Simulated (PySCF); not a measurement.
## How methods differ on the ionisation energy of Co²⁺

Co²⁺ [Ar] 3d7 (4F) → Co³⁺ [Ar] 3d6 (5D), as a difference of total energies. Computed with PySCF 2.14 in aug-cc-pwCVTZ-DK with one added diffuse shell each of s, p, d, f, g type (11s10p8d5f4g, 152 functions), with scalar relativity by spin-free X2C-1e. The calculations carry no spin-orbit coupling.

```tsv
method	ionisation energy (eV)
UHF	31.195
BP86	34.290
PW91	34.281
M06	33.215
```

The reference lies between the lowest fine-structure levels, while these numbers refer to the centres of the terms.

For comparison: 33.5 ± 0.06 eV (semi-empirical (NIST evaluation); NIST Atomic Spectra Database, ionization energies).
